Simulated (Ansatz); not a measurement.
The inner images of a band of C3H4AlF (9 atoms, charge 0, multiplicity 1) are given out of order.

These are results of RKS B3LYP/def2-SVP in Ansatz 0.2.0, not measurements.

Initial state:

```xyz
9
Properties=species:S:1:pos:R:3
F 1.926 1.333 1.164
C 0.841 0.726 0.671
C 0.879 -0.180 -0.339
C -0.511 -0.707 -0.695
Al -1.084 0.519 0.760
H 1.803 -0.500 -0.845
H -0.610 -1.797 -0.553
H -0.806 -0.486 -1.735
H -2.349 1.045 1.555
```

Final state:

```xyz
9
Properties=species:S:1:pos:R:3
F 1.763 1.583 0.621
C 0.789 0.778 0.295
C 1.080 -0.562 -0.044
C -0.157 -1.121 -0.323
Al -1.286 0.579 0.023
H 2.078 -1.025 -0.070
H -0.216 -2.178 -0.616
H -1.838 1.309 -1.279
H -2.125 0.591 1.376
```

Task: Put them in order from the first end to the last, with their energies above the first end.
A.
```xyz
9
Properties=species:S:1:pos:R:3
F 1.920 1.452 1.036
C 0.851 0.753 0.639
C 0.900 -0.243 -0.282
C -0.498 -0.735 -0.650
Al -1.065 0.477 0.802
H 1.829 -0.622 -0.739
H -0.618 -1.827 -0.722
H -0.845 -0.298 -1.602
H -2.386 0.996 1.502
```
B.
```xyz
9
Properties=species:S:1:pos:R:3
F 1.900 1.518 0.964
C 0.865 0.737 0.633
C 0.939 -0.289 -0.249
C -0.468 -0.789 -0.587
Al -1.062 0.442 0.799
H 1.870 -0.662 -0.713
H -0.572 -1.841 -0.878
H -0.955 -0.145 -1.363
H -2.430 0.982 1.377
```
C.
```xyz
9
Properties=species:S:1:pos:R:3
F 1.748 1.539 0.787
C 0.781 0.765 0.374
C 1.089 -0.513 -0.143
C -0.147 -1.124 -0.276
Al -1.294 0.545 0.109
H 2.092 -0.904 -0.363
H -0.206 -2.176 -0.587
H -1.746 1.117 -1.304
H -2.228 0.704 1.387
```
D.
```xyz
9
Properties=species:S:1:pos:R:3
F 1.838 1.560 0.895
C 0.863 0.715 0.608
C 1.046 -0.388 -0.183
C -0.266 -0.998 -0.317
Al -1.185 0.466 0.511
H 1.963 -0.657 -0.724
H -0.428 -1.875 -0.953
H -1.299 0.221 -1.199
H -2.444 0.911 1.346
```
E.
```xyz
9
Properties=species:S:1:pos:R:3
F 1.777 1.538 0.835
C 0.798 0.750 0.478
C 1.085 -0.479 -0.152
C -0.146 -1.112 -0.238
Al -1.286 0.507 0.225
H 2.061 -0.792 -0.548
H -0.244 -2.097 -0.710
H -1.635 0.817 -1.296
H -2.322 0.822 1.389
```
F.
```xyz
9
Properties=species:S:1:pos:R:3
F 1.867 1.550 0.923
C 0.871 0.718 0.616
C 1.002 -0.345 -0.205
C -0.401 -0.878 -0.469
Al -1.118 0.463 0.653
H 1.929 -0.675 -0.710
H -0.495 -1.853 -0.956
H -1.117 0.023 -1.196
H -2.450 0.950 1.326
```
G.
```xyz
9
Properties=species:S:1:pos:R:3
F 1.811 1.549 0.857
C 0.831 0.730 0.562
C 1.076 -0.446 -0.155
C -0.173 -1.077 -0.237
Al -1.255 0.483 0.349
H 2.012 -0.707 -0.664
H -0.332 -1.975 -0.847
H -1.488 0.508 -1.251
H -2.395 0.889 1.370
```

Result: A (+0.08 eV), B (+0.40 eV), F (+1.49 eV), D (+2.27 eV), G (+1.90 eV), E (+1.50 eV), C (+1.29 eV).

Time of the run: 2.8 min on 2 threads of Arm Neoverse V2, with other jobs on the host, peak memory 0.19 GiB.
